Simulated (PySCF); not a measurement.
CH₄Si, SMILES C=[SiH2] (connectivity only; charge and spin as stated), charge +1, multiplicity 2. Atoms are numbered in the order given.

```xyz
6

C      0.0000     0.0000    -1.2091
Si     0.0000     0.0000     0.5861
H      0.0000     0.9212    -1.7838
H      0.0000    -0.9212    -1.7838
H      0.0000    -1.2751     1.3084
H      0.0000     1.2751     1.3084
```
Charge +1, spin multiplicity 2.

Geometry optimised at B3LYP-D3(BJ)/def2-TZVP. The multiplicity is an assumed one; other spin states were not compared.

All values below come from PBE0/pcH-1 in PySCF.

Unrestricted Kohn–Sham, ⟨S²⟩ = 0.753. Hyperfine tensors hold the contact and dipolar terms, without spin-orbit corrections.

Computed hyperfine couplings:
```
nucleus     A(iso) (MHz)  A(iso) (G)  dipolar principal values (MHz)
----------  ------------  ----------  ------------------------------
13C no. 1           51.5        18.4             -59.5, -58.9, 118.5
29Si no. 2         -17.9        -6.4               -63.5, 29.1, 34.4
1H no. 3           -54.5       -19.5               -28.0, -2.3, 30.3
1H no. 4           -54.5       -19.5               -28.0, -2.3, 30.3
1H no. 5           -20.9        -7.5                 -5.7, -1.7, 7.4
1H no. 6           -20.9        -7.5                 -5.7, -1.7, 7.4
```

And the g tensor (effective nuclear charges for spin-orbit coupling, GIAO)? (An estimate is asked for; the answer gives what the named calculation found.)

principal values 2.0008, 2.0023, 2.0045; isotropic 2.0025.
